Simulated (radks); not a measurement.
Fractional charge and spin in the 1s shell of lithium: the spin-up occupation runs from 0 to 1 and the spin-down occupation from 0 to 1; the fullest corner is Li, 2s(up 0.5, down 0.5) 1s(up 1, down 1). All-electron calculation, scalar-relativistic Kohn-Sham, PBE, spin-polarised, spherical densities, point nucleus. Program: a radial shooting solver on a logarithmic mesh with Libxc functionals. Energy (eV) minus the two flat planes that join the four corners (they meet along the diagonal where the two added fractions sum to one electron); zero is where a piecewise linear energy would lie.

\begin{tabular}{lrrr}
down \ up & 0 & 0.5 & 1 \\ \hline
0 & 0.000 & -4.024 & 0.000 \\
0.5 & -4.024 & 3.662 & -3.050 \\
1 & 0.000 & -3.050 & 0.000 \\
\end{tabular}

Corners above the fullest one (they belong to Li+ and the next ion): (up 1, down 0) 64.745 eV, (up 0, down 1) 64.745 eV, (up 0, down 0) 172.39 eV. With half an added electron in each spin the energy lies 3.662 eV from the planes, and with half an added electron in spin up alone -4.024 eV. The planes are only a guide here: the flat-plane condition holds for ground states with one frontier orbital, while this shell lies below other occupied shells, so the corners above the fullest one are inner-hole states and not the ground states of those ions.
